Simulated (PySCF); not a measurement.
GaCl3, SMILES [Cl][Ga]([Cl])[Cl].

Geometry: PBE0-D3(BJ)/def2-SVP. The isomer is the one that the SMILES or the coordinates give; other isomers of the formula were not compared.

All values below come from PBE/def2-TZVPD (PySCF).

Symmetry labels are those of the subgroup C2v that the program uses (full group D3h).

Computed valence orbital energies around the gap with their symmetry:
```tsv
orbital	symmetry	energy (eV)
HOMO−7	B1	-10.02
HOMO−6	A1	-10.02
HOMO−5	B2	-9.04
HOMO−4	A1	-8.40
HOMO−3	B1	-8.40
HOMO−2	B2	-8.39
HOMO−1	A2	-8.39
HOMO	B1	-8.08
LUMO	A1	-3.09
LUMO+1	B2	-2.41
LUMO+2	A1	-0.19
LUMO+3	A1	0.14
```
